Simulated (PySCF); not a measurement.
**TaH₄ + 2 F₂ → TaHF + 3 HF**

Level: PBE0 in the def2-TZVP basis family, computed in PySCF with density fitting; scalar-relativistic core potentials for atoms from Rb on, none lighter, no spin–orbit coupling; open shells unrestricted.

```tsv
species	state and structure	E (Eh)	ZPE (kJ/mol)	H(298 K) − H(0) (kJ/mol)	S° (J/(mol K))
TaH₄	doublet, D2d, Ta–H 1.771 Å (×4); H–Ta–H 106.3° (×2), H–Ta–H 111.1° (×4)	-59.26844	61.2	12.5	255.0
F₂	singlet, D∞h, F–F 1.376 Å	-199.40856	6.6	8.7	201.9
TaHF	quartet, Cs, Ta–F 1.861 Å, Ta–H 1.807 Å; F–Ta–H 131.4°	-157.33758	17.2	11.0	277.1
HF	singlet, C∞v, H–F 0.920 Å	-100.39188	24.9	8.7	173.6
```

**Question.** What is the electronic reaction energy?

**Answer.** At PBE0/def2-TZVP, ΔE = -1122.8 kJ/mol from the differences of the total energies times 2625.5, downhill. 

**Question.** Add zero-point, thermal and entropy terms for 298.15 K and 1 bar.

**Answer.** ΔZPE = 17.5 and Δ[H(298) − H(0)] = 7.2 kJ/mol give ΔH° = -1098.1 kJ/mol. ΔS° = 139.1 J/(mol K), so ΔG° = -1098.1 − 298.15 × (0.1391) = -1140 kJ/mol.

Spin–orbit coupling can matter for TaH₄, TaHF and is left out. Open d or f shells are single determinants, so the state found may not be the ground state. Only the bonding shown was studied: isomers, or loss of a ligand pair, can lie lower.
